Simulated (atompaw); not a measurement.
u(r) = r·R(r): atom against pseudo-atom (rubidium (Rb))

Columns: radius, all-electron u(r) and pseudo u(r) of the 4p shell (level -16.71 eV) of rubidium in the configuration [Ar] 3d10 4s2 4p6 4d0 5s0.5 5p0.5; PBEsol, scalar-relativistic, PAW (atompaw) scheme, atompaw 4.2.0.5.

```json
{"r (bohr)": "0.115", "all-electron": "0.2296", "pseudo": "0.0100"}
{"r (bohr)": "0.231", "all-electron": "-0.1591", "pseudo": "0.0398"}
{"r (bohr)": "0.346", "all-electron": "-0.3954", "pseudo": "0.0872"}
{"r (bohr)": "0.462", "all-electron": "-0.3447", "pseudo": "0.1501"}
{"r (bohr)": "0.577", "all-electron": "-0.1382", "pseudo": "0.2240"}
{"r (bohr)": "0.692", "all-electron": "0.1111", "pseudo": "0.3050"}
{"r (bohr)": "0.808", "all-electron": "0.3446", "pseudo": "0.3896"}
{"r (bohr)": "0.923", "all-electron": "0.5328", "pseudo": "0.4716"}
{"r (bohr)": "1.038", "all-electron": "0.6722", "pseudo": "0.5477"}
{"r (bohr)": "1.154", "all-electron": "0.7664", "pseudo": "0.6146"}
{"r (bohr)": "1.269", "all-electron": "0.8203", "pseudo": "0.6683"}
{"r (bohr)": "1.385", "all-electron": "0.8424", "pseudo": "0.7076"}
{"r (bohr)": "1.500", "all-electron": "0.8398", "pseudo": "0.7309"}
{"r (bohr)": "1.615", "all-electron": "0.8193", "pseudo": "0.7385"}
{"r (bohr)": "1.731", "all-electron": "0.7859", "pseudo": "0.7312"}
{"r (bohr)": "1.846", "all-electron": "0.7444", "pseudo": "0.7109"}
{"r (bohr)": "1.962", "all-electron": "0.6974", "pseudo": "0.6795"}
{"r (bohr)": "2.077", "all-electron": "0.6483", "pseudo": "0.6404"}
{"r (bohr)": "2.192", "all-electron": "0.5986", "pseudo": "0.5961"}
{"r (bohr)": "2.308", "all-electron": "0.5491", "pseudo": "0.5489"}
{"r (bohr)": "2.423", "all-electron": "0.5016", "pseudo": "0.5019"}
{"r (bohr)": "2.538", "all-electron": "0.4564", "pseudo": "0.4566"}
{"r (bohr)": "2.654", "all-electron": "0.4135", "pseudo": "0.4135"}
{"r (bohr)": "2.769", "all-electron": "0.3739", "pseudo": "0.3739"}
{"r (bohr)": "2.885", "all-electron": "0.3370", "pseudo": "0.3370"}
{"r (bohr)": "3.000", "all-electron": "0.3033", "pseudo": "0.3033"}
```

Q: How many radial nodes do the two functions have?

A: The all-electron 4p function has n − l − 1 = 2; the pseudo-wave has 0, since the states of the same l below it are removed with the core.

Q: At about which radius was the pseudo-wave matched?

A: 2.70 bohr. The columns agree to 0.0005 from 2.31 bohr on; several derivatives are matched, so the curves merge somewhat inside the radius.

Q: Where does each function peak?

A: Outermost all-electron maximum near 1.39 bohr, pseudo maximum near 1.61 bohr (to the table’s step).

Q: Is the pseudo-wave norm-conserving?

A: No, it belongs to a PAW set: the norm inside the radius is not constrained, and the difference is carried by the augmentation charge.
